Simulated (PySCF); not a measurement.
methoxyethene (C3H6O), SMILES C=COC.

The structure is a stationary point at B3LYP-D3(BJ)/def2-SVP. One conformer was computed; it need not be the lowest.

Two levels are set side by side: PBE/def2-TZVP (PySCF) and B3LYP/def2-TZVP (PySCF). Same geometry, gas phase. Differences are taken from unrounded values.

| quantity | B3LYP | PBE | PBE minus B3LYP |
|---|---|---|---|
| orbital gap (eV) | 6.65 | 4.92 | -1.72 |
| highest occupied level (eV) | -6.30 | -5.32 | 0.99 |
| lowest empty level (eV) | 0.34 | -0.39 | -0.73 |
| dipole moment (D) | 1.72 | 1.68 | -0.04 |
| mean polarisability (bohr³) | 44.1 | 45.1 | 1.0 |

PBE's occupied levels lie high since its potential decays too fast outside the molecule; exact exchange lowers them and widens the gap. Differences between two approximate levels are no errors against the true value.

Rough cost on one machine, each run with all the roots and properties that it gave: B3LYP against PBE within a factor of 2.
